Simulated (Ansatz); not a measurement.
Calculated with Ansatz (gas phase, PBE0-D4/def2-TZVP geometries, no zero-point term in ΔE). CCSD(T)/CBS is the MP2 limit (def2-TZVPP, def2-QZVPP) plus CCSD(T) − MP2 in def2-TZVPP, frozen cores. This one scheme is used for every species. DFT in def2-TZVPP. B3LYP here is the variant with VWN-RPA as its local correlation; programs differ in this. One conformer a species, not always the lowest.

Reaction (ligand exchange at the Si–O bond): `C[SiH2]O[SiH2]O` + `S[SiH](Cl)Cl` → `O[SiH2]S[SiH](Cl)Cl` + `C[SiH2]O`

`C[SiH2]O[SiH2]O`:

```xyz
13

C    -0.632   -0.996    1.553
Si   -0.268   -1.376   -0.231
O    -0.194   -0.003   -1.131
Si    0.162    1.583   -1.048
O     1.604    1.861   -0.314
H     0.149   -0.365    1.984
H    -0.681   -1.920    2.135
H    -1.589   -0.479    1.659
H    -1.332   -2.232   -0.818
H     1.034   -2.089   -0.348
H    -0.830    2.287   -0.205
H     0.172    2.087   -2.442
H     2.404    1.642   -0.793
```

`S[SiH](Cl)Cl`:

```xyz
6

S    -0.040   -0.324   -1.693
Si   -0.216    0.042    0.381
Cl   -1.874   -0.974    0.984
Cl    1.420   -0.614    1.413
H     1.090    0.400   -1.794
H    -0.380    1.470    0.708
```

`O[SiH2]S[SiH](Cl)Cl`:

```xyz
10

O     1.208   -0.967    1.740
Si    1.243   -0.885    0.109
S    -0.690   -1.206   -0.791
Si   -1.307    0.804   -0.743
Cl   -1.151    1.586    1.157
Cl   -3.255    0.882   -1.325
H     0.640   -0.340    2.194
H     1.726    0.435   -0.373
H     2.098   -1.995   -0.352
H    -0.512    1.686   -1.615
```

`C[SiH2]O`:

Z-matrix (Å, degrees):
```
C
Si 1 1.863
H 1 1.093 2 111.0
H 1 1.094 2 110.2 3 119.8
H 1 1.093 2 111.5 3 -120.7
O 2 1.652 1 112.6 3 57.7
H 2 1.492 1 108.9 3 -179.5
H 2 1.483 1 110.6 3 -59.4
H 6 0.957 2 117.7 1 68.6
```

```json
{"level": "PBE-D4", "ΔE (kJ/mol)": "34.8", "difference from CCSD(T)/CBS": "-16.5"}
{"level": "r2SCAN-D4", "ΔE (kJ/mol)": "47.5", "difference from CCSD(T)/CBS": "-3.8"}
{"level": "PBE0-D4", "ΔE (kJ/mol)": "40.6", "difference from CCSD(T)/CBS": "-10.7"}
{"level": "B3LYP-D4", "ΔE (kJ/mol)": "54.0", "difference from CCSD(T)/CBS": "2.7"}
{"level": "ωB97X-V", "ΔE (kJ/mol)": "52.4", "difference from CCSD(T)/CBS": "1.1"}
{"level": "ωB97M-V", "ΔE (kJ/mol)": "50.6", "difference from CCSD(T)/CBS": "-0.7"}
{"level": "B2PLYP", "ΔE (kJ/mol)": "58.2", "difference from CCSD(T)/CBS": "6.9"}
{"level": "PBE", "ΔE (kJ/mol)": "38.8", "difference from CCSD(T)/CBS": "-12.5"}
{"level": "r2SCAN", "ΔE (kJ/mol)": "48.3", "difference from CCSD(T)/CBS": "-3.0"}
{"level": "PBE0", "ΔE (kJ/mol)": "44.1", "difference from CCSD(T)/CBS": "-7.2"}
{"level": "B3LYP", "ΔE (kJ/mol)": "60.7", "difference from CCSD(T)/CBS": "9.4"}
{"level": "HF/def2-TZVPP", "ΔE (kJ/mol)": "79.9", "difference from CCSD(T)/CBS": "28.6"}
{"level": "MP2/def2-TZVPP", "ΔE (kJ/mol)": "50.1", "difference from CCSD(T)/CBS": "-1.2"}
{"level": "SCS-MP2/def2-TZVPP", "ΔE (kJ/mol)": "58.0", "difference from CCSD(T)/CBS": "6.7"}
{"level": "CCSD/def2-TZVPP", "ΔE (kJ/mol)": "60.6", "difference from CCSD(T)/CBS": "9.3"}
{"level": "CCSD(T)/def2-TZVPP", "ΔE (kJ/mol)": "55.4", "difference from CCSD(T)/CBS": "4.1"}
{"level": "HF/def2-QZVPP", "ΔE (kJ/mol)": "82.0", "difference from CCSD(T)/CBS": "30.7"}
{"level": "MP2/def2-QZVPP", "ΔE (kJ/mol)": "48.5", "difference from CCSD(T)/CBS": "-2.8"}
{"level": "SCS-MP2/def2-QZVPP", "ΔE (kJ/mol)": "56.4", "difference from CCSD(T)/CBS": "5.1"}
{"level": "HF/CBS(def2)", "ΔE (kJ/mol)": "82.2", "difference from CCSD(T)/CBS": "30.9"}
{"level": "MP2/CBS(def2)", "ΔE (kJ/mol)": "46.1", "difference from CCSD(T)/CBS": "-5.2"}
{"level": "CCSD/CBS(def2)", "ΔE (kJ/mol)": "56.6", "difference from CCSD(T)/CBS": "5.3"}
{"level": "CCSD(T)/CBS", "ΔE (kJ/mol)": "51.3", "difference from CCSD(T)/CBS": "0"}
```

Largest T1 diagnostic among the species: 0.011.

In def2-TZVPP, CCSD(T) changes the Hartree–Fock value by −24.5 kJ/mol (the triples alone add −5.3 kJ/mol) and MP2 by −29.8 kJ/mol. The D4 term adds −6.7 kJ/mol with B3LYP and −3.4 kJ/mol with PBE0; it sums over pairs of atoms, weighted by their polarisabilities, and B3LYP, whose exchange is more repulsive, gets the larger term.

CCSD(T)/CBS has its own doubt, a few kJ/mol and more with outer-core shells, so smaller differences from it don't rank the levels.
